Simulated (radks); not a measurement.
Task: Species: Dy II. Configuration: [Xe] 4f10.5 5d0.5 (fractional occupations, a model configuration). All-electron calculation, Dirac Kohn-Sham, PBE, spin-unpolarised, spherical densities, point nucleus; open shells fill j = l - 1/2 first. Program: a radial shooting solver on a logarithmic mesh with Libxc functionals.

Spin-orbit splittings of the eigenvalues, e(l+1/2) - e(l-1/2), with zeta = 2 splitting/(2l+1) and mean radii in bohr:

shell  occ.  splitting (eV)  zeta (eV)  <r> j=l-1/2  <r> j=l+1/2
2p        6               ?          ?      0.07437      0.08143
3p        6           166.2      110.8       0.2238       0.2371
3d       10           36.29      14.52       0.2096       0.2138
4p        6           37.09      24.73       0.5406       0.5713
4d       10           6.707      2.683       0.6043       0.6152
4f     10.5          0.8426     0.2407       0.9126       0.9458
5p        6           4.513      3.009        1.492        1.605
5d      0.5          0.1976    0.07905        3.111        3.222

Estimate the 2p splitting.

Result: 800.3 eV (zeta = 533.5 eV).
